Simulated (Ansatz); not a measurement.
C₂₈H₂₆F₄O₃S (relaxed from a model of trityl norbornyl tetrafluoroethanesulfonate, whose bonding it doesn't keep), 62 atoms. Hardware: 2 threads of AMD EPYC 7R13 on a shared host and a share (18 GiB) of an NVIDIA H100 80GB HBM3.

Correlated methods freeze 40 core orbitals. Single mean-field runs in def2-SVP, def2-mTZVP are fitted with def2-universal-jkfit.

How many basis functions does each of these Ansatz runs have, and roughly what does it cost? PBE0-D4/def2-SVP, charge 1 doublet at the geometry of the charge 0 singlet, energy; r2SCAN-D4/def2-mTZVP, charge 0 singlet, energy, from earlier orbitals; PBE-D4/def2-SVP, charge 0 singlet, energy and forces, from earlier orbitals; PBE0-D4/def2-SVP, charge 0 singlet, energy, from earlier orbitals; PBE-D4/def2-SVP, charge 1 doublet at the geometry of the charge 0 singlet, energy, from earlier orbitals; B2PLYP/def2-SVP, charge -1 doublet at the geometry of the charge 0 singlet, energy, from earlier orbitals; PBE0-D4/def2-SVP, charge -1 doublet at the geometry of the charge 0 singlet, energy; PBE with 5 % exact exchange/def2-SVP, charge 0 singlet, energy, from earlier orbitals; PBE-QIDH/def2-SVP, charge 0 singlet, energy, from earlier orbitals; PBE0-D4/def2-SVP, charge 0 triplet at the geometry of the charge 0 singlet, energy; PBE with 50 % exact exchange/def2-SVP, charge 0 singlet, energy, from earlier orbitals; PBE-D4/def2-SVP, charge -1 doublet, relaxation, 64 steps.

Other jobs shared the machine, so times can vary by a factor of up to 3. A dash marks memory too small to be measured apart from the calling script's.

```json
{"run": "PBE with 50 % exact exchange/def2-SVP, charge 0 singlet, energy, from earlier orbitals", "functions": "638", "fitting or Cholesky vectors": "3235", "wall time": "6.5 s", "peak host memory (GiB)": "–"}
{"run": "PBE0-D4/def2-SVP, charge 0 singlet, energy, from earlier orbitals", "functions": "638", "fitting or Cholesky vectors": "3235", "wall time": "7.5 s", "peak host memory (GiB)": "–"}
{"run": "PBE with 5 % exact exchange/def2-SVP, charge 0 singlet, energy, from earlier orbitals", "functions": "638", "fitting or Cholesky vectors": "3235", "wall time": "8.1 s", "peak host memory (GiB)": "–"}
{"run": "PBE-D4/def2-SVP, charge 0 singlet, energy and forces, from earlier orbitals", "functions": "638", "fitting or Cholesky vectors": "3235", "wall time": "9 s", "peak host memory (GiB)": "1.1"}
{"run": "r2SCAN-D4/def2-mTZVP, charge 0 singlet, energy, from earlier orbitals", "functions": "780", "fitting or Cholesky vectors": "3235", "wall time": "10 s", "peak host memory (GiB)": "1.2"}
{"run": "PBE-QIDH/def2-SVP, charge 0 singlet, energy, from earlier orbitals", "functions": "638", "fitting or Cholesky vectors": "3235", "wall time": "12 s", "peak host memory (GiB)": "3.5"}
{"run": "PBE-D4/def2-SVP, charge 1 doublet at the geometry of the charge 0 singlet, energy, from earlier orbitals", "functions": "638", "fitting or Cholesky vectors": "3235", "wall time": "17 s", "peak host memory (GiB)": "1.3"}
{"run": "PBE0-D4/def2-SVP, charge 1 doublet at the geometry of the charge 0 singlet, energy", "functions": "638", "fitting or Cholesky vectors": "3235", "wall time": "18 s", "peak host memory (GiB)": "1.4"}
{"run": "PBE0-D4/def2-SVP, charge 0 triplet at the geometry of the charge 0 singlet, energy", "functions": "638", "fitting or Cholesky vectors": "3235", "wall time": "18 s", "peak host memory (GiB)": "1.4"}
{"run": "PBE0-D4/def2-SVP, charge -1 doublet at the geometry of the charge 0 singlet, energy", "functions": "638", "fitting or Cholesky vectors": "3235", "wall time": "24 s", "peak host memory (GiB)": "1.4"}
{"run": "B2PLYP/def2-SVP, charge -1 doublet at the geometry of the charge 0 singlet, energy, from earlier orbitals", "functions": "638", "fitting or Cholesky vectors": "3235", "wall time": "28 s", "peak host memory (GiB)": "3.8"}
{"run": "PBE-D4/def2-SVP, charge -1 doublet, relaxation, 64 steps", "functions": "638", "fitting or Cholesky vectors": "3235", "wall time": "9.3 min", "peak host memory (GiB)": "1.2"}
```
